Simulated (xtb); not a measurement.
xtb input file for cyclopentanone (C5H8O), SMILES C1(=O)CCCC1, GFN2-xTB. 

```
$ xtb mol.xyz --gfn 2 --ohess tight --chrg 0 --uhf 0 --json
$ cat mol.xyz
14

O      1.04930000     2.27970000    -0.41120000
C      0.53070000     1.20640000    -0.20650000
C      1.30440000    -0.10140000    -0.02180000
C      0.25630000    -1.18860000    -0.08320000
C     -0.99800000    -0.48430000     0.43970000
C     -0.88370000     0.91680000    -0.08790000
H      2.11910000    -0.17960000    -0.79310000
H      1.79510000    -0.08540000     0.95190000
H      0.51900000    -2.07370000     0.38580000
H      0.08610000    -1.44930000    -1.15470000
H     -0.98100000    -0.50570000     1.55060000
H     -1.92440000    -1.01940000     0.13280000
H     -1.35540000     0.99340000    -1.12250000
H     -1.45240000     1.67170000     0.48190000
```

Log of the run:

```
[banner left out]
          |                Calculation Setup                |
           -------------------------------------------------



           -------------------------------------------------
          |                 G F N 2 - x T B                 |
           -------------------------------------------------

        Reference                      10.1021/acs.jctc.8b01176
      * Hamiltonian:
        H0-scaling (s, p, d)           1.850000    2.230000    2.230000
        zeta-weighting                 0.500000
      * Dispersion:
        s8                             2.700000
        a1                             0.520000
        a2                             5.000000
        s9                             5.000000
      * Repulsion:
        kExp                           1.500000    1.000000
        rExp                           1.000000
      * Coulomb:
        alpha                          2.000000
        third order                    shell-resolved
        anisotropic                    true
        a3                             3.000000
        a5                             4.000000
        cn-shift                       1.200000
        cn-exp                         4.000000
        max-rad                        5.000000


          ...................................................
          :                      SETUP                      :
          :.................................................:
          :  # basis functions                  32          :
          :  # atomic orbitals                  32          :
          :  # shells                           20          :
          :  # electrons                        34          :
          :  max. iterations                   250          :
          :  Hamiltonian                  GFN2-xTB          :
          :  restarted?                      false          :
          :  GBSA solvation                  false          :
          :  PC potential                    false          :
          :  electronic temp.          300.0000000     K    :
          :  accuracy                    1.0000000          :
          :  -> integral cutoff          0.2500000E+02      :
          :  -> integral neglect         0.1000000E-07      :
          :  -> SCF convergence          0.1000000E-05 Eh   :
          :  -> wf. convergence          0.1000000E-03 e    :
          :  Broyden damping             0.4000000          :
          :  net charge                          0          :
          :  unpaired electrons                  0          :
          ...................................................

 iter      E             dE          RMSdq      gap      omega  full diag
   1    -19.0307870 -0.190308E+02  0.393E+00    4.63       0.0  T
   2    -19.0779275 -0.471405E-01  0.206E+00    3.72       1.0  T
   3    -19.0831661 -0.523866E-02  0.133E+00    4.18       1.0  T
   4    -19.0864140 -0.324790E-02  0.150E-01    3.94       1.0  T
   5    -19.0865288 -0.114749E-03  0.791E-02    3.98       1.0  T
   6    -19.0865405 -0.116854E-04  0.292E-02    3.97       1.0  T
   7    -19.0865408 -0.284714E-06  0.528E-03    3.97       5.1  T
   8    -19.0865409 -0.165838E-06  0.232E-03    3.97      11.5  T
   9    -19.0865409  0.853475E-08  0.119E-03    3.97      22.5  T
  10    -19.0865409 -0.125658E-07  0.171E-04    3.97     156.1  T
  11    -19.0865409 -0.125354E-09  0.234E-05    3.97    1143.8  T

   *** convergence criteria satisfied after 11 iterations ***

         #    Occupation            Energy/Eh            Energy/eV
      -------------------------------------------------------------
         1        2.0000           -0.7074661             -19.2511
       ...           ...                  ...                  ...
        11        2.0000           -0.5023688             -13.6702
        12        2.0000           -0.4815847             -13.1046
        13        2.0000           -0.4678230             -12.7301
        14        2.0000           -0.4595246             -12.5043
        15        2.0000           -0.4552118             -12.3869
        16        2.0000           -0.4359776             -11.8636
        17        2.0000           -0.3931085             -10.6970 (HOMO)
        18                         -0.2472052              -6.7268 (LUMO)
        19                          0.0560231               1.5245
        20                          0.0679362               1.8486
        21                          0.0845796               2.3015
        22                          0.0985303               2.6811
       ...                                ...                  ...
        32                          0.6446628              17.5422
      -------------------------------------------------------------
                  HL-Gap            0.1459032 Eh            3.9702 eV
             Fermi-level           -0.3201568 Eh           -8.7119 eV

 SCC (total)                   0 d,  0 h,  0 min,  0.007 sec
[...]
   full:        2.661      -5.723      -7.370       1.331       2.033       4.710

           -------------------------------------------------
          |                Geometry Summary                 |
           -------------------------------------------------

      molecular mass/u    :       84.1166104
   center of mass at/Å    :        0.2126299       0.4540628      -0.0761675
  moments of inertia/u·Å² :        0.7493628E+02   0.1495844E+03   0.2075907E+03
rotational constants/cm⁻¹ :        0.2249596E+00   0.1126964E+00   0.8120612E-01

 * 12 selected distances

     #   Z          #   Z                                           value/Å
     1   8 O        2   6 C                                       1.2013137
     3   6 C        4   6 C                                       1.5259657
     4   6 C        5   6 C                                       1.5304605 (max)
     5   6 C        6   6 C                                       1.5257858
     3   6 C        7   1 H                                       1.0890109
     3   6 C        8   1 H                                       1.0928569
     4   6 C        9   1 H                                       1.0886674 (min)
     4   6 C       10   1 H                                       1.0913601
     5   6 C       11   1 H                                       1.0913257
     5   6 C       12   1 H                                       1.0887239
     6   6 C       13   1 H                                       1.0928626
     6   6 C       14   1 H                                       1.0890831

 * 3 distinct bonds (by element types)

   Z      Z             #   av. dist./Å        max./Å        min./Å
   1 H    6 C           8     1.0904863     1.0928626     1.0886674
   6 C    6 C           3     1.5274040     1.5304605     1.5257858
   6 C    8 O           1     1.2013137     1.2013137     1.2013137

           -------------------------------------------------
          |               Frequency Printout                |
           -------------------------------------------------
 projected vibrational frequencies (cm⁻¹)
eigval :       -0.00    -0.00     0.00     0.00     0.00     0.00
eigval :      101.21   222.41   448.97   473.22   555.97   589.05
eigval :      740.85   852.81   854.67   930.24   955.52   977.93
Molecule has the following symmetry elements: (C2)
It seems to be the C2 point group
eigval :     1024.59  1095.25  1106.05  1136.52  1153.70  1189.48
eigval :     1213.57  1261.08  1276.73  1310.70  1318.29  1436.32
eigval :     1437.20  1488.99  1499.64  1801.26  2964.80  2966.54
eigval :     2981.84  2994.56  3012.72  3013.56  3017.08  3018.48
 reduced masses (amu)
   1: 11.48   2: 10.35   3: 11.74   4: 12.98   5: 11.04   6:  9.63   7:  8.93   8:  5.47
   9:  7.84  10: 11.77  11: 10.64  12:  8.06  13:  5.99  14:  9.21  15:  6.12  16:  4.72
  17:  4.39  18:  6.55  19:  6.33  20:  4.80  21:  3.88  22: 10.48  23:  6.02  24:  5.37
  25:  4.23  26:  4.86  27:  5.11  28:  4.92  29:  4.07  30:  1.97  31:  1.97  32:  1.96
  33:  2.08  34: 13.43  35:  1.81  36:  1.82  37:  1.84  38:  1.79  39:  1.76  40:  1.69
  41:  1.64  42:  1.62
 IR intensities (km·mol⁻¹)
   1:  1.47   2:  0.63   3:  1.08   4:  1.36   5:  0.26   6:  0.48   7:  8.51   8:  0.02
   9:  2.23  10: 12.72  11:  3.35  12:  6.94  13:  3.34  14:  2.00  15: 17.89  16:  5.81
  17:  0.01  18:  0.38  19: 16.97  20:  1.33  21:  8.03  22:139.42  23:  0.05  24:  0.13
  25:  0.72  26:  6.19  27:  4.13  28:  2.59  29:  0.25  30:  1.05  31: 24.71  32:  1.49
  33:  0.79  34:380.19  35:  1.17  36:  6.00  37:  0.27  38: 80.39  39: 17.47  40: 18.50
  41: 44.82  42: 40.50
 Raman intensities (Ä⁴*amu⁻¹)
   1:  0.00   2:  0.00   3:  0.00   4:  0.00   5:  0.00   6:  0.00   7:  0.00   8:  0.00
   9:  0.00  10:  0.00  11:  0.00  12:  0.00  13:  0.00  14:  0.00  15:  0.00  16:  0.00
  17:  0.00  18:  0.00  19:  0.00  20:  0.00  21:  0.00  22:  0.00  23:  0.00  24:  0.00
  25:  0.00  26:  0.00  27:  0.00  28:  0.00  29:  0.00  30:  0.00  31:  0.00  32:  0.00
  33:  0.00  34:  0.00  35:  0.00  36:  0.00  37:  0.00  38:  0.00  39:  0.00  40:  0.00
  41:  0.00  42:  0.00
 output can be read by thermo (or use thermo option).
 writing <g98.out> molden fake output.
 recommended (thermochemical) frequency scaling factor: 1.0
           -------------------------------------------------
          |             Thermodynamic Functions             |
           -------------------------------------------------

c2  symmetry found (for desy threshold:  0.10E+00) used in thermo

          ...................................................
          :                      SETUP                      :
          :.................................................:
          :  # frequencies                          36      :
          :  # imaginary freq.                       0      :
          :  linear?                             false      :
          :  only rotor calc.                    false      :
          :  symmetry                               c2      :
          :  rotational number                       2      :
          :  scaling factor                  1.0000000      :
          :  rotor cutoff                   50.0000000 cm⁻¹ :
          :  imag. cutoff                  -20.0000000 cm⁻¹ :
          :.................................................:

    mode    ω/cm⁻¹     T·S(HO)/kcal·mol⁻¹    T·S(FR)/kcal·mol⁻¹   T·S(vib)
   ------------------------------------------------------------------------
       1    101.21    -1.02291 ( 94.38%)    -0.84731 (  5.62%)    -1.01304
       2    222.41    -0.57823 ( 99.75%)    -0.61426 (  0.25%)    -0.57832
   ------------------------------------------------------------------------

   temp. (K)  partition function   enthalpy   heat capacity  entropy
                                   cal/mol     cal/K/mol   cal/K/mol   J/K/mol
 298.15  VIB   6.45                 1698.682     14.512      9.368
         ROT  0.583E+05              888.752      2.981     24.787
         INT  0.376E+06             2587.435     17.493     34.154
         TR   0.746E+27             1481.254      4.968     39.185
         TOT                        4068.6886    22.4612    73.3391   306.8507

       T/K    H(0)-H(T)+PV         H(T)/Eh          T*S/Eh         G(T)/Eh
   ------------------------------------------------------------------------
    298.15    0.648387E-02    0.125910E+00    0.348458E-01    0.910638E-01
   ------------------------------------------------------------------------
Note: The following floating-point exceptions are signalling: IEEE_UNDERFLOW_FLAG IEEE_DENORMAL
normal termination of xtb

         :::::::::::::::::::::::::::::::::::::::::::::::::::::
         ::                  THERMODYNAMIC                  ::
         :::::::::::::::::::::::::::::::::::::::::::::::::::::
         :: total free energy         -18.761907096953 Eh   ::
         ::.................................................::
         :: total energy              -18.852970853548 Eh   ::
         :: zero point energy           0.119425646367 Eh   ::
         :: G(RRHO) w/o ZPVE           -0.028361889771 Eh   ::
         :: G(RRHO) contrib.            0.091063756596 Eh   ::
         :::::::::::::::::::::::::::::::::::::::::::::::::::::

optimized geometry written to: xtbopt.xyz


           -------------------------------------------------
          | TOTAL ENERGY              -18.852970853548 Eh   |
          | TOTAL ENTHALPY            -18.727061339157 Eh   |
          | TOTAL FREE ENERGY         -18.761907096953 Eh   |
          | GRADIENT NORM               0.000193077847 Eh/α |
          | HOMO-LUMO GAP               4.009478043359 eV   |
           -------------------------------------------------

------------------------------------------------------------------------
------------------------------------------------------------------------
 total:
 SCF:
 ANC optimizer:
 analytical hessian:
```

The calculation finished and met its thresholds.
